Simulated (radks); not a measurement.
Species: La XVI. Configuration: [Kr] 4d6 (the NIST ground configuration). Method: Dirac Kohn-Sham, exchange-only PBE, spin-unpolarised, spherical densities, finite nucleus; open shells fill j = l - 1/2 first; Fermi nuclear charge, rms radius 4.855 fm; computed with a radial shooting solver on a logarithmic mesh with Libxc functionals.

X-ray form factor f0, the Fourier transform of the density (f0(0) = 42):

| sin(theta)/lambda (1/angstrom) | f0 (electrons) |
|---|---|
| 0.05 | 41.838 |
| 0.1 | 41.358 |
| 0.15 | 40.581 |
| 0.2 | 39.538 |
| 0.25 | 38.272 |
| 0.3 | 36.829 |
| 0.4 | 33.618 |
| 0.5 | 30.289 |
| 0.6 | 27.148 |
| 0.8 | 22.064 |
| 1 | 18.623 |
| 1.25 | 15.720 |
| 1.5 | 13.400 |
| 2 | 9.472 |
